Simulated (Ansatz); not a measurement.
`FC1=C(F)[SiH2]1`. Total charge 0; spin multiplicity 1.

```xyz
7

F     2.139    0.578   -0.587
C     0.919    0.195   -0.267
C     0.185   -0.906   -0.314
F     0.314   -2.158   -0.704
Si   -0.750    0.483    0.394
H    -1.016    0.598    1.851
H    -1.792    1.211   -0.374
```

Problem. Give the diagnostics of a CCSD(T)/def2-TZVPP run (frozen core, the Gaussian-basis code of Ansatz). (Estimate.)

Solution. Computed: T1 = 0.0142, largest single amplitude 0.033, largest double 0.064, (T) share of the correlation energy 3.9 %, 10 CCSD cycles. The RHF solution is stable towards an unrestricted one. T1 lies under the customary mark of 0.02 for closed shells.
